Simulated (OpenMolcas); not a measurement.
Mo+.

- Program: OpenMolcas
- Basis: ANO-RCC-VDZP [6s5p3d1f]
- Scalar Hamiltonian: DKH2, point nucleus
- Active space: 5 electrons in 5 orbitals (4d)
- State averaging: 2S+1 = 6 even, 1 root; 2S+1 = 4 even, 24 roots; 2S+1 = 2 even, 75 roots (67 in the spin-orbit step)
- Spin-orbit coupling: RASSI with atomic mean-field integrals over the reference wave functions, term energies averaged over their components

Two sets of levels on these reference wave functions, in cm⁻¹ above 4d⁵ ⁶S_5/2: one from CASSCF and one from MS-CASPT2, IPEA 0.25 Eh, imaginary shift 0.1 Eh (closed shells correlated: 4s 4p).

```
               Level  Set 1  Set 2
          4d⁵ ⁶S_5/2    0.0    0.0
          4d⁵ ⁴G_5/2  18140  20340
          4d⁵ ⁴G_7/2  18230  20410
         4d⁵ ⁴G_11/2  18260  20430
          4d⁵ ⁴G_9/2  18280  20460
          4d⁵ ⁴P_5/2  19290  23230
          4d⁵ ⁴P_3/2  19470  23400
          4d⁵ ⁴P_1/2  19720  23630
          4d⁵ ⁴D_7/2  21100  25200
          4d⁵ ⁴D_1/2  21360  25440
          4d⁵ ⁴D_3/2  21550  25620
          4d⁵ ⁴D_5/2  21570  25640
         4d⁵ ²I_11/2  27070  29090
         4d⁵ ²I_13/2  27280  29260
4d⁵ ²D_5/2(1) [58 %]  27540  32190
       4d⁵ ²D_3/2(1)  28140  32890
```

Which set is which?

Set 1 is MS-CASPT2. Its levels of the other terms of 4d⁵ lie at 0.83 to 0.93 of the other set's values, as expected, since terms of lower spin or lower L gain more correlation energy than the Hund ground term. Against 4 measured levels (NIST Handbook of Basic Atomic Spectroscopic Data) the mean absolute deviation is 2900 cm-1 with it and 5100 cm-1 without; single levels miss by up to 2900 cm-1 with it.

CASPT2 does not keep the components of a term degenerate, so their means are used; among the terms shown or strongly mixed into the levels shown the widest spread is 990 cm-1 (4d⁵ ²I, MS-CASPT2). Some high roots are left out of the spin-orbit mixing, which shifts the levels that they would mix with. Configurations with an s electron lie low at this charge and mix in, so terms can be misplaced. Without dynamic correlation excited terms often stand tens of per cent too high (terms of higher spin than the ground term too low), and those without a measured partner can miss by more than the paired ones (holds for CASSCF). The CASPT2 spread within a term exceeds the gap to the next term for 4d⁵ ²F(1) and 4d⁵ ⁴F, so the order of their levels is uncertain, and so are names and mixing where such terms share a J (holds for MS-CASPT2). Some terms miss by over 15 % even with CASPT2, which points to a basis or an active space too small for the shells correlated (holds for MS-CASPT2). Measured partners are found by configuration, term and J. A level has none where our copy of the source lacks it or the pairing is in doubt (some pairs that miss far off the trend of their configuration count as doubtful), and it then counts in no deviation. Only configurations of the active space appear. Levels that lie high or do not pair safely by name in every column are left out.

A share in square brackets marks a mixed level and gives the weight of the term that names it, the lowest over the columns. A number in round brackets counts repeated terms of one configuration in the order of the reference energies.
